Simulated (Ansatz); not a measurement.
Computed with B3LYP-D3(BJ)/def2-SVP (Ansatz, a program for electronic structure). No frequencies were computed at this level.

Ansatz 0.2 input:
```yaml
crystal:
  periodic: [false, false, false]
  atoms:
    - { symbol: C, position_ang: [-2.800908, -2.297752, -0.709448] }
    - { symbol: C, position_ang: [-1.776533, -1.488655, -0.454409] }
    - { symbol: C, position_ang: [-1.907862, -0.055606, -0.333295] }
    - { symbol: C, position_ang: [-0.89494, 0.784203, -0.07523] }
    - { symbol: Si, position_ang: [-1.111521, 2.651067, 0.074231] }
    - { symbol: C, position_ang: [0.485056, 0.300709, 0.113486] }
    - { symbol: C, position_ang: [1.355216, 0.211929, -0.967923] }
    - { symbol: C, position_ang: [2.658294, -0.213903, -0.786241] }
    - { symbol: C, position_ang: [3.110568, -0.550281, 0.478674] }
    - { symbol: C, position_ang: [2.252215, -0.459148, 1.561542] }
    - { symbol: C, position_ang: [0.948788, -0.033656, 1.381402] }
    - { symbol: H, position_ang: [-3.800688, -1.916124, -0.840889] }
    - { symbol: H, position_ang: [-2.679731, -3.363848, -0.795825] }
    - { symbol: H, position_ang: [-0.7802, -1.892161, -0.325655] }
    - { symbol: H, position_ang: [-2.907454, 0.340276, -0.465089] }
    - { symbol: H, position_ang: [-0.275987, 3.30738, -0.934643] }
    - { symbol: H, position_ang: [-0.678045, 3.07335, 1.408653] }
    - { symbol: H, position_ang: [-2.521704, 2.980613, -0.13507] }
    - { symbol: H, position_ang: [0.998275, 0.472294, -1.95448] }
    - { symbol: H, position_ang: [3.323523, -0.283817, -1.63487] }
    - { symbol: H, position_ang: [4.128652, -0.882104, 0.620088] }
    - { symbol: H, position_ang: [2.599653, -0.721092, 2.5506] }
    - { symbol: H, position_ang: [0.275486, 0.035433, 2.224258] }
basis:
  gaussian: { orbitals: def2-svp }
hamiltonian:
  xc: b3lyp
  dispersion: d3bj
relax:
  max_steps: 150
```

Output:

```
Functional definition: B3LYP
2507 factors; integrals over basis functions are off by at most 5.8e-4 eV
mean field evaluation 1: about -18419.9366 eV, gradient 6.7e1 eV
mean field evaluation 2: about -18417.8194 eV, gradient 7.4e1 eV
mean field evaluation 4: about -18432.5424 eV, gradient 5.8e0 eV
mean field evaluation 8: about -18432.6804 eV, gradient 2.6e-1 eV
mean field evaluation 16: about -18432.6806 eV, gradient 5.3e-5 eV
mean field -18432.68057779 eV, -677.3885171142 hartree, gradient 5.3e-5 eV, S^2 0.000000; 0 other end points of the search recorded, 0 dependent functions left out
reference -18432.68093353 eV, -677.3885301872 hartree; 43, 43 occupied and 175, 175 virtual orbitals, 2507 factors
relax step   1: F+E_penalty+E_count = -18433.94457459 eV  Δ(F+E_penalty+E_count) = +0.000e0 eV  max|allowed force component| = 7.912e-1 eV/Å  Δτ_max = 0.0000 Å  (29 SCF iters, accepted)
these checks for a lower state are left out or cut short: starts, cluster_reference, orbital_swaps, neighbouring_geometries, increment
2507 factors; integrals over basis functions are off by at most 6.3e-4 eV
mean field -18432.79887000 eV, -677.3928642727 hartree, gradient 2.2e-5 eV, S^2 0.000000; 0 other end points of the search recorded, 0 dependent functions left out
reference -18432.79922972 eV, -677.3928774921 hartree; 43, 43 occupied and 175, 175 virtual orbitals, 2507 factors
relax step   2: F+E_penalty+E_count = -18434.04893303 eV  Δ(F+E_penalty+E_count) = -1.044e-1 eV  max|allowed force component| = 2.662e-1 eV/Å  Δτ_max = 0.0497 Å  (33 SCF iters, accepted)
these checks for a lower state are left out or cut short: starts, cluster_reference, orbital_swaps, neighbouring_geometries, increment
2507 factors; integrals over basis functions are off by at most 6.5e-4 eV
mean field -18432.81131740 eV, -677.3933217061 hartree, gradient 8.5e-6 eV, S^2 0.000000; 0 other end points of the search recorded, 0 dependent functions left out
reference -18432.81167859 eV, -677.3933349798 hartree; 43, 43 occupied and 175, 175 virtual orbitals, 2507 factors
relax step   3: F+E_penalty+E_count = -18434.05708857 eV  Δ(F+E_penalty+E_count) = -8.156e-3 eV  max|allowed force component| = 4.519e-2 eV/Å  Δτ_max = 0.0284 Å  (33 SCF iters, accepted)
these checks for a lower state are left out or cut short: starts, cluster_reference, orbital_swaps, neighbouring_geometries, increment
2507 factors; integrals over basis functions are off by at most 6.6e-4 eV
mean field evaluation 32: about -18432.7572 eV, gradient 4.5e-1 eV
mean field -18432.81236840 eV, -677.3933603297 hartree, gradient 2.7e-5 eV, S^2 0.000000; 0 other end points of the search recorded, 0 dependent functions left out
reference -18432.81272978 eV, -677.3933736102 hartree; 43, 43 occupied and 175, 175 virtual orbitals, 2507 factors
relax step   4: F+E_penalty+E_count = -18434.05750809 eV  Δ(F+E_penalty+E_count) = -4.195e-4 eV  max|allowed force component| = 1.851e-2 eV/Å  Δτ_max = 0.0122 Å  (25 SCF iters, accepted)
these checks for a lower state are left out or cut short: starts, cluster_reference, orbital_swaps, neighbouring_geometries, increment
2507 factors; integrals over basis functions are off by at most 6.6e-4 eV
mean field -18432.81306387 eV, -677.3933858878 hartree, gradient 1.1e-5 eV, S^2 0.000000; 0 other end points of the search recorded, 0 dependent functions left out
reference -18432.81342542 eV, -677.3933991746 hartree; 43, 43 occupied and 175, 175 virtual orbitals, 2507 factors
relax step   5: F+E_penalty+E_count = -18434.05779298 eV  Δ(F+E_penalty+E_count) = -2.849e-4 eV  max|allowed force component| = 2.345e-2 eV/Å  Δτ_max = 0.0170 Å  (26 SCF iters, accepted)
these checks for a lower state are left out or cut short: starts, cluster_reference, orbital_swaps, neighbouring_geometries, increment
2507 factors; integrals over basis functions are off by at most 6.6e-4 eV
mean field -18432.80435637 eV, -677.3930658929 hartree, gradient 2.5e-5 eV, S^2 0.000000; 0 other end points of the search recorded, 0 dependent functions left out
reference -18432.80471766 eV, -677.3930791700 hartree; 43, 43 occupied and 175, 175 virtual orbitals, 2507 factors
relax step   6: F+E_penalty+E_count = -18434.05070502 eV  Δ(F+E_penalty+E_count) = +7.088e-3 eV  max|allowed force component| = 7.651e-1 eV/Å  Δτ_max = 0.0142 Å  (32 SCF iters, rejected (line search))
these checks for a lower state are left out or cut short: starts, cluster_reference, orbital_swaps, neighbouring_geometries, increment
2507 factors; integrals over basis functions are off by at most 6.6e-4 eV
mean field -18432.81322385 eV, -677.3933917670 hartree, gradient 1.0e-5 eV, S^2 0.000000; 0 other end points of the search recorded, 0 dependent functions left out
reference -18432.81358542 eV, -677.3934050542 hartree; 43, 43 occupied and 175, 175 virtual orbitals, 2507 factors
relax step   7: F+E_penalty+E_count = -18434.05785793 eV  Δ(F+E_penalty+E_count) = -6.494e-5 eV  max|allowed force component| = 1.486e-2 eV/Å  Δτ_max = 0.0071 Å  (25 SCF iters, accepted)
these checks for a lower state are left out or cut short: starts, cluster_reference, orbital_swaps, neighbouring_geometries, increment
2507 factors; integrals over basis functions are off by at most 6.6e-4 eV
mean field -18432.81327625 eV, -677.3933936927 hartree, gradient 7.0e-5 eV, S^2 0.000000; 0 other end points of the search recorded, 0 dependent functions left out
reference -18432.81363784 eV, -677.3934069808 hartree; 43, 43 occupied and 175, 175 virtual orbitals, 2507 factors
relax step   8: F+E_penalty+E_count = -18434.05787240 eV  Δ(F+E_penalty+E_count) = -1.448e-5 eV  max|allowed force component| = 5.124e-3 eV/Å  Δτ_max = 0.0035 Å  (22 SCF iters, accepted)
2507 factors; integrals over basis functions are off by at most 6.6e-4 eV
mean field evaluation 64: about -18418.6121 eV, gradient 7.2e1 eV
mean field -18432.81327625 eV, -677.3933936927 hartree, gradient 7.0e-5 eV, S^2 0.000000; 1 other end points of the search recorded, 0 dependent functions left out
reference -18432.81363784 eV, -677.3934069808 hartree; 43, 43 occupied and 175, 175 virtual orbitals, 2507 factors
Total energy: -18434.05823399 eV, -677.4391450458 hartree
Atom 0 at    -2.853953    -2.300287    -0.716645 Å, force     0.000077     0.000025     0.001422 eV/Å
Atom 1 at    -1.806676    -1.499155    -0.458272 Å, force     0.000082     0.000979     0.000490 eV/Å
Atom 2 at    -1.913209    -0.051715    -0.332486 Å, force     0.003468     0.000236    -0.000115 eV/Å
Atom 3 at    -0.885071     0.792343    -0.073384 Å, force    -0.003440     0.005124    -0.000238 eV/Å
Atom 4 at    -1.158883     2.645979     0.063324 Å, force    -0.002157    -0.002088    -0.001019 eV/Å
Atom 5 at     0.513344     0.307391     0.118218 Å, force    -0.000034    -0.001577    -0.000125 eV/Å
Atom 6 at     1.395718     0.216260    -0.971301 Å, force     0.000533     0.000867     0.000269 eV/Å
Atom 7 at     2.709514    -0.221565    -0.789042 Å, force    -0.000222     0.000433    -0.000437 eV/Å
Atom 8 at     3.164733    -0.568587     0.486015 Å, force    -0.000232    -0.000981    -0.000053 eV/Å
Atom 9 at     2.297423    -0.474989     1.577994 Å, force    -0.000263     0.000022     0.000450 eV/Å
Atom 10 at     0.983402    -0.037491     1.396505 Å, force     0.000659    -0.000728     0.000386 eV/Å
Atom 11 at    -3.862187    -1.894100    -0.847912 Å, force    -0.000634     0.000156    -0.000419 eV/Å
Atom 12 at    -2.738963    -3.383295    -0.804744 Å, force     0.000597    -0.000423    -0.000528 eV/Å
Atom 13 at    -0.809744    -1.933229    -0.331519 Å, force     0.000258    -0.001330    -0.000197 eV/Å
Atom 14 at    -2.919739     0.364262    -0.463440 Å, force    -0.001331    -0.001052     0.000211 eV/Å
Atom 15 at    -0.336572     3.368492    -0.952656 Å, force     0.001320     0.000110     0.000671 eV/Å
Atom 16 at    -0.742339     3.134094     1.411904 Å, force     0.001447     0.000195    -0.000376 eV/Å
Atom 17 at    -2.602179     2.958219    -0.153430 Å, force    -0.000558    -0.000016    -0.000080 eV/Å
Atom 18 at     1.040616     0.487707    -1.968324 Å, force     0.000005     0.000382    -0.000325 eV/Å
Atom 19 at     3.380938    -0.292380    -1.648391 Å, force     0.000316    -0.000232    -0.000233 eV/Å
Atom 20 at     4.192809    -0.909827     0.628479 Å, force     0.000425     0.000006    -0.000001 eV/Å
Atom 21 at     2.645178    -0.744712     2.578308 Å, force     0.000090    -0.000472     0.000245 eV/Å
Atom 22 at     0.305992     0.035691     2.250664 Å, force    -0.000406     0.000364     0.000003 eV/Å
Dipole moment:     0.015442    -0.186453    -0.015799 e Å
```

Cost: around 4 core-minutes (rough).
